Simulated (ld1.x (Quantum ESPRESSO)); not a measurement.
Pd, RRKJ: configuration errors across variants

ld1.x (Quantum ESPRESSO) 7.5 input, shortened:

```
&input
   title='Pd', zed=46., rel=1, dft='PBESOL', iswitch=3,
   config='[Kr] 4d10 5s0'
 /
 &inputp
   pseudotype=2, tm=.false., rho0=0.02, lloc=-1, rcloc=1.00,
   nlcc=.false.
 /
3
4S  1  0   2.00   0.00  1.15  1.15  0.0
4P  2  1   6.00   0.00  1.80  1.80  0.0
4D  3  2  10.00   0.00  1.70  1.70  0.0
 &test
   configts(1)='4s2 4p6 4d10 5s0'
 /
```

All-electron excitation energies from the reference (eV): (1) 4s2 4p6 4d9 5s0 9.120; (2) 4s2 4p6 4d8 5s0 29.938; (3) 4s2 4p6 4d7 5s0 64.286; (4) 4s2 4p6 4d6 5s0 113.610; (5) 4s2 4p5 4d10 5s0 57.113; (6) 4s2 4p6 4d9.5 5s0 3.236.

Tests that are not counted but printed errors over 1 eV. “base”: 4s2 4p6 4d9 5s1 (an occupied level unbound or not found, printed error -3.2 eV). “core correction a·sin(br)/r model core inside 0.54 bohr”: 4s2 4p6 4d9 5s1 (solver errors, printed error -3.2 eV). “core correction a·sin(br)/r model core inside 1.00 bohr”: 4s2 4p6 4d9 5s1 (solver errors, printed error -3.2 eV). “core correction a·sin(br)/r model core inside 1.18 bohr”: 4s2 4p6 4d9 5s1 (an occupied level unbound or not found, printed error -3.2 eV). “core correction a·sin(br)/r model core inside 1.30 bohr”: 4s2 4p6 4d9 5s1 (an occupied level unbound or not found, printed error -3.2 eV).

A true bound ghost makes a file unfit for plane-wave use even where its test errors are small: the radial tests pick states by their node count and pass the ghost by. Where a test does run into it, the solver fails or the error is huge.

Errors AE − PS in meV (a dash: test not solved or not reliable):

```csv
change,(1),(2),(3),(4),(5),(6),bound ghosts
base,-0.4,-0.8,+10,+60,-87,+0.1,s
core correction a·sin(br)/r model core inside 0.54 bohr,-0.5,-1.0,+9.5,+59,-95,+0.1,s
core correction a·sin(br)/r model core inside 1.00 bohr,-0.4,-0.8,+9.9,+59,-89,+0.1,s
core correction a·sin(br)/r model core inside 1.18 bohr,-0.4,-0.8,+10,+59,-88,+0.1,s
core correction a·sin(br)/r model core inside 1.30 bohr,-0.4,-0.8,+10,+60,-87,+0.1,s
```

(1) Give the same row for: core correction a·sin(br)/r model core inside 0.82 bohr.

## Answers

(1) -0.4, -0.8, +9.7, +58, -92, 0.0; bound ghosts: s. Not counted: 4s2 4p6 4d9 5s1 (solver errors, printed error -3.2 eV).
